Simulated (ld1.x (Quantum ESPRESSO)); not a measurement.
Configuration tests for arsenic (As) (TM)

- Element: arsenic
- Generator: ld1.x (Quantum ESPRESSO) 7.5
- Type: norm-conserving Troullier–Martins (Kleinman–Bylander form)
- Functional: PBE
- Relativity: scalar-relativistic
- Frozen core: [Ar]
- Valence charge: 15
- Reference configuration: 3d10 4s2 4p2 (charge +1)
- Partial waves: 4s (bound): rc 1.20 bohr; 4p (bound): rc 1.80 bohr; 3d (bound): rc 1.10 bohr
- Local potential: the d channel
- Core correction: a·sin(br)/r model core, default radius (core density twice the valence density)

Energies are relative to the spin-unpolarised reference configuration 3d10 4s2 4p2; without spin polarisation the order of configurations can differ from experiment. The frozen-core shift is the all-electron ΔE with the core orbitals held at their reference shape minus the fully relaxed ΔE.

```
valence configuration  charge  ΔE all-electron (eV)  error AE − PS (meV)  frozen-core shift (meV)
         3d10 4s2 4p1      +2                17.918                 -1.0                     +2.2
         3d10 4s2 4p0      +3                45.621                 -0.7                     +7.3
       3d10 4s2 4p3.3    -0.3               -10.383                 +3.1                     -0.9
         3d10 4s0 4p5       0                 9.907                  -17                     +0.9
         3d10 4s1 4p3      +1                10.107                 -3.5                     +0.7
```

(1) What are ΔE and the potential's error for 3d10 4s1 4p4?

(2) What are ΔE and the potential's error for 3d10 4s2 4p3?

Levels in the configuration 3d10 4s2 4p3.3:

| level | all-electron (eV) | pseudo (eV) |
| --- | --- | --- |
| 3d | -38.162 | -38.262 |
| 4s | -12.166 | -12.172 |
| 4p | -3.061 | -3.063 |

Note: ghost states, extra bound levels that the all-electron valence spectrum of the same l lacks: s at -316.1 eV, p at -185.3 eV. A true bound ghost makes a file unfit for plane-wave use.

Results:

(1) ΔE = 0.268 eV all-electron; the error (AE − PS) is -4.3 meV.

(2) ΔE = -9.149 eV all-electron; the error (AE − PS) is +2.4 meV.

A variational frozen-core shift is positive and of second order in the change. This column holds negative values, so the frozen-core run of ld1.x carries numerical noise or an error of first order here, and the column gives no more than the rough size of the effect.
